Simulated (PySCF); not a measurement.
# The third ionisation energy along the 4p block

All values are computed (PySCF 2.14, energy differences of UHF-based or UKS calculations, no spin-orbit coupling). Values in eV. The last column holds reference values (NIST; (s) semi-empirical, (t) theoretical, else measured). Unmarked ones compare directly (S terms, centres of terms, or small fine structure); those marked * lie between the lowest fine-structure levels and include a spin-orbit shift.

| element | configurations | UHF | LDA | MP2 (valence) | SCS-MP2 (valence) | CCSD (valence) | CCSD(T) (valence) | reference |
| --- | --- | --- | --- | --- | --- | --- | --- | --- |
| Ga (aug-cc-pVQZ-PP with ECP10MDF, ECP) | [Ar] 3d10 4s1 → [Ar] 3d10 | 29.633 | 31.855 | n/a | n/a | n/a | n/a | 30.726 |
| Ge (aug-cc-pVQZ-PP with ECP10MDF, ECP) | [Ar] 3d10 4s2 → [Ar] 3d10 4s1 | 32.191 | 34.758 | 33.012 | 33.176 | 33.292 | 33.292 | 34.058 |
| As (aug-cc-pVQZ-PP with ECP10MDF, ECP) | [Ar] 3d10 4s2 4p1 → [Ar] 3d10 4s2 | 27.487 | 28.134 | 27.780 | 27.773 | 27.850 | 27.872 | 28.349 ± 0.012 * |
| Se (aug-cc-pVQZ-PP with ECP10MDF, ECP) | [Ar] 3d10 4s2 4p2 → [Ar] 3d10 4s2 4p1 | 30.996 | 31.642 | 31.433 | 31.356 | 31.458 | 31.485 | 31.697 ± 0.019 * |
| Br (aug-cc-pVQZ-PP with ECP10MDF, ECP) | [Ar] 3d10 4s2 4p3 → [Ar] 3d10 4s2 4p2 | 34.633 | 35.183 | 35.208 | 35.048 | 35.163 | 35.195 | 34.871 ± 0.019 * |
| Kr (aug-cc-pVQZ-PP with ECP10MDF, ECP) | [Ar] 3d10 4s2 4p4 → [Ar] 3d10 4s2 4p3 | 34.334 | 35.729 | 35.176 | 35.275 | 35.306 | 35.334 | 35.838 ± 0.02 * |

"Valence" correlates the outer s and p shells and, in groups 3 to 12 and the f block, the outer d or f shell, open or full, or the next shell where the ion has no valence electron left; the wider scheme adds the next inner shell.
